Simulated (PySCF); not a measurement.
Gas-phase thermal properties of GaCl₂NH₂

Energies from PySCF (xtb for GFN2), thermal terms from the rigid-rotor harmonic-oscillator model, ideal gas at 1 bar. 6-31G* has spherical d functions here. All species are closed-shell singlets. B3LYP is the form with VWN-RPA correlation. Ga: all electrons, no relativistic terms. GaCl₂NH₂: computed as isolated molecules; such fragments, hydroxides, amides, oligomers or adducts are transient or little studied in the gas. The harmonic model lacks anharmonicity and excited electronic states, which grow with temperature; levels with a mode under 35 cm⁻¹ are left out. Soft modes under 120 cm⁻¹ make the harmonic entropy rough for GaCl₂NH₂. Warning, point group unlike the PBE0 one: GaCl₂NH₂ (B3LYP/6-31G*, GFN2-xTB, PBE/def2-SVP).

```
level           point group  σ  ZPE (kJ/mol)  S°298 (J/mol/K)  Cp298 (J/mol/K)  S°1000 (J/mol/K)  H1000 − H298 (kJ/mol)
--------------  -----------  -  ------------  ---------------  ---------------  ----------------  ---------------------
B3LYP/6-31G*             Cs  1          73.3            343.5             89.0             467.4                   73.5
GFN2-xTB                 Cs  1          66.3            351.4             93.5             478.9                   75.4
HF/6-31G*               C2v  2          77.9            335.2             88.0             457.9                   72.8
PBE/def2-SVP             Cs  1          70.9            346.7             90.3             471.9                   74.2
PBE0/def2-TZVP          C2v  2          72.8            348.5             89.9             473.0                   73.8
```
σ: rotational symmetry number. Electronic degeneracy used: 1. Frequencies are unscaled.
